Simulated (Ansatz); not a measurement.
PBE exchange is replaced step by step with exact exchange (0 % is PBE, 25 % PBE0; no dispersion term), basis def2-TZVP, Ansatz. System: (LiOH)2 ring (Li₂O₂H₂). The state is a singlet with charge 0. Geometry: PBE0-D4/def2-TZVP.

Geometry of the singlet:

| atom | x (Å) | y (Å) | z (Å) |
| --- | --- | --- | --- |
| Li1 | -0.5499 | 0.9744 | 0.0448 |
| O2 | -0.4963 | -0.2227 | -1.2494 |
| Li3 | 0.5500 | -0.9743 | -0.0448 |
| O4 | 0.4963 | 0.2228 | 1.2494 |
| H5 | -0.8425 | -0.3780 | -2.1210 |
| H6 | 0.8425 | 0.3778 | 2.1210 |

```
exact exchange (%)  HOMO (eV)  LUMO (eV)  gap (eV)
                 0      -5.02      -0.78      4.24
                 5      -5.33      -0.66      4.67
                10      -5.65      -0.55      5.10
                15      -5.97      -0.43      5.54
                35      -7.28      -0.01      7.28
                50      -8.30       0.29      8.59
```

(1) Estimate the row for 25 %.

Results:

(1) 
```tsv
exact exchange (%)	HOMO (eV)	LUMO (eV)	gap (eV)
25	-6.62	-0.21	6.41
```
